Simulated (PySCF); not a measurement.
**Relaxation of singlet SrI₂**

These are results of PySCF, PBE, basis Sr def2-TZVP with ECP28, I def2-TZVP with ECP28 (scalar-relativistic core potentials, no spin–orbit coupling, density fitting), not measurements. A (50,194) grid was used.

A hand-made bent start, of C2v symmetry, held to at least that symmetry:

```xyz
3
charge 0 multiplicity 1, angstrom
Sr    0.0000    0.0000   -1.3548
I     2.6049    0.0000    0.4692
I    -2.6049    0.0000    0.4692
```

At each step, columns x, y, z (Å) and Fx, Fy, Fz (eV/Å):

```
step 0  E − E(last) = 36.58 kJ/mol
Sr   0.000   0.000  -1.355   0.000   0.000   1.358
I    2.605   0.000   0.469  -0.702   0.000  -0.679
I   -2.605   0.000   0.469   0.702   0.000  -0.679
step 1  E − E(last) = 20.29 kJ/mol
Sr   0.000   0.000  -1.257   0.000   0.000   0.970
I    2.608   0.000   0.420  -0.505   0.000  -0.485
I   -2.608   0.000   0.420   0.505   0.000  -0.485
step 2  E − E(last) = 5.31 kJ/mol
Sr   0.000   0.000  -1.073   0.000   0.000   0.019
I    2.592   0.000   0.328   0.154   0.000  -0.009
I   -2.592   0.000   0.328  -0.154   0.000  -0.009
step 3  E − E(last) = 4.11 kJ/mol
Sr   0.000   0.000  -1.037   0.000   0.000   0.046
I    2.631   0.000   0.310   0.105   0.000  -0.023
I   -2.631   0.000   0.310  -0.105   0.000  -0.023
step 4  E − E(last) = 1.84 kJ/mol
Sr   0.000   0.000  -0.880   0.000   0.000   0.127
I    2.776   0.000   0.232  -0.064   0.000  -0.063
I   -2.776   0.000   0.232   0.064   0.000  -0.063
step 5  E − E(last) = 1.24 kJ/mol
Sr   0.000   0.000  -0.783   0.000   0.000   0.110
I    2.840   0.000   0.183  -0.102   0.000  -0.055
I   -2.840   0.000   0.183   0.102   0.000  -0.055
step 6  E − E(last) = 0.71 kJ/mol
Sr   0.000   0.000  -0.722   0.000   0.000   0.044
I    2.858   0.000   0.153  -0.031   0.000  -0.022
I   -2.858   0.000   0.153   0.031   0.000  -0.022
step 7  E − E(last) = 0.23 kJ/mol
Sr   0.000   0.000  -0.645   0.000   0.000   0.025
I    2.893   0.000   0.114  -0.019   0.000  -0.013
I   -2.893   0.000   0.114   0.019   0.000  -0.013
step 8  E − E(last) = 0.02 kJ/mol
Sr   0.000   0.000  -0.561   0.000   0.000   0.012
I    2.929   0.000   0.072  -0.036   0.000  -0.006
I   -2.929   0.000   0.072   0.036   0.000  -0.006
step 9  E − E(last) = 0.00 kJ/mol
Sr   0.000   0.000  -0.586   0.000   0.000  -0.005
I    2.912   0.000   0.085   0.010   0.000   0.002
I   -2.912   0.000   0.085  -0.010   0.000   0.002
step 10  E − E(last) = 0.00 kJ/mol
Sr   0.000   0.000  -0.585   0.000   0.000   0.000
I    2.913   0.000   0.084   0.000   0.000   0.000
I   -2.913   0.000   0.084   0.000   0.000   0.000
```

It ends at C2v with Sr–I 2.993 Å (×2); I–Sr–I 159.6° (after a last refinement on a finer grid). A frequency run shows a minimum.

The relaxation took 34 s on 4 threads of a shared AMD EPYC 7R43 64-Core (Zen 3) host, with 133 basis functions and 11 gradients; the process peaked at 0.6 GiB. Launch command: `OMP_NUM_THREADS=4 python axn.py task.json out`.
